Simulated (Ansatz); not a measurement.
System: sum formula H3BO2Cl (charge +1, singlet). It need not be the lowest isomer of its formula. 
Structure (B3LYP-D3(BJ)/def2-TZVP (Ansatz, a first-principles code) minimum search):
```
B
O 1 1.3138
H 2 0.9669 1 120.07
O 1 1.4889 2 109.73 3 180.00
H 4 0.9735 1 123.26 2 -180.00
H 4 0.9761 5 115.55 1 -180.00
Cl 1 1.7089 2 135.07 3 0.00
```
Charge +1, spin multiplicity 1.

Basis-set convergence of Hartree-Fock and CCSD(T) correlation energies (hartree) with Ansatz. Valence correlation only, unless marked. No spin-orbit coupling. No relativistic terms.

| basis | functions | E(HF) | E(corr, CCSD(T)) | rough core time |
|---|---|---|---|---|
| cc-pV(D+d)Z | 80 | -635.54066 | -0.63422 | under 20 s |
| cc-pV(T+d)Z | 171 | -635.61650 | -0.81377 | 27 s |
| cc-pV(Q+d)Z | 319 | -635.63349 | -0.87402 | 3 min |

Extrapolating the two largest sets (X = 3 and 4) as X^-3: E(corr) = (64·(-0.87402) - 27·(-0.81377))/37 = -0.9180 Eh, an estimate of the basis-set limit. The largest set recovers 95.2 % of it, the smallest 69.1 %.
